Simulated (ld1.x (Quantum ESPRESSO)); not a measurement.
# Before and after: TM potential for palladium

* Element: Pd
* Generator: ld1.x (Quantum ESPRESSO) 7.5
* Type: norm-conserving Troullier–Martins (Kleinman–Bylander form)
* Functional: revPBE
* Relativity: fully relativistic
* Frozen core: [Kr]
* Valence charge: 10
* Reference configuration: 4d10 5s0 5p0
* Partial waves: 5s (bound, empty): rc 2.75 bohr; 4d (bound): rc 1.55 bohr; 5p (bound, empty): rc 1.00 bohr
* Local potential: the p channel
* Core correction: Bessel-smoothed model core inside 0.55 bohr

Open shells are filled in proportion to 2j + 1 (rel_dist='average').

Change: wave 5p (bound): rc 1.00 bohr becomes 5p (bound): rc 0.78 bohr.

Cutoffs: the cutoffs (Ry, on a coarse ladder) from which the occupation-weighted sum of valence levels, in a spherical-Bessel basis at the reference potential, stays within 10 and 1 mRy of its value at 400 Ry; they do not see the model core or the augmentation charge, which bear on the density cutoff. Errors are all-electron minus pseudo energies relative to the spin-unpolarised reference configuration.

**Question.** What does the change do?

**Answer.** The potential gets neither clearly harder nor softer (70 Ry and 90 Ry → 70 Ry and 80 Ry); both files keep a bound ghost (p, s); the number of tests that count goes from 6 to 5; the errors of the 5 common tests hardly move.

| quantity | base | changed |
| --- | --- | --- |
| cutoff, loose | 70 Ry | 70 Ry |
| cutoff, tight | 90 Ry | 80 Ry |
| bound ghosts | p3/2 (extra level of the local part), p1/2 (extra level of the local part), s | s, p3/2 (extra level of the local part), p1/2 (extra level of the local part) |
| tests counted (converged, no solver errors) | 6 of 7 | 5 of 7 |
| error for 4d9 5s0 5p0, meV [ΔE 9.03 eV] | -19 | -18 |
| error for 4d8 5s0 5p0, meV [ΔE 29.76 eV] | -149 | -147 |
| error for 4d7 5s0 5p0, meV [ΔE 64.03 eV] | -543 | -536 |
| error for 4d6 5s0 5p0, meV [ΔE 113.31 eV] | -1377 | -1360 |
| error for 4d9.5 5s0 5p0, meV [ΔE 3.19 eV] | -2.9 | -2.8 |
| s: phases at 3.01 bohr within 0.05 rad from the reference energy up to (Ry; the scan ends near 5) | n/a | 1.3 |
| p1/2: phases at 3.01 bohr within 0.05 rad from the reference energy up to (Ry; the scan ends near 5) | n/a | n/a |
| p3/2: phases at 3.01 bohr within 0.05 rad from the reference energy up to (Ry; the scan ends near 5) | 0.2 | 0.2 |
| d3/2: phases at 3.01 bohr within 0.05 rad from the reference energy up to (Ry; the scan ends near 5) | to the end of the scan | to the end of the scan |
| d5/2: phases at 3.01 bohr within 0.05 rad from the reference energy up to (Ry; the scan ends near 5) | to the end of the scan | to the end of the scan |

Base: Tests not counted: 4d9 5s0 5p1 (solver errors, printed error -2.2 eV). These tests converged, but a pseudo level misses the all-electron one widely, so the file describes the atom poorly there or has found another state: 4d7 5s0 5p0: empty 5s by 5.1 eV (a node warning on the way); 4d6 5s0 5p0: empty 5s by 11.1 eV. The 5p radius (1.00 bohr) lies inside the outermost node of the all-electron wave (1.32 bohr), which a nodeless pseudo-wave cannot match soundly. Changed file: Tests not counted: 4d9 5s0 5p1 (solver errors, printed error -2.2 eV); 4d8 5s1 5p0 (solver errors, printed error -4.0 eV). The 5p radius (0.78 bohr) lies inside the outermost node of the all-electron wave (1.32 bohr), which a nodeless pseudo-wave cannot match soundly. A true bound ghost makes a file unfit for plane-wave use even where its test errors are small: the radial tests pick states by their node count and pass the ghost by. Where a test does run into it, the solver fails or the error is huge.
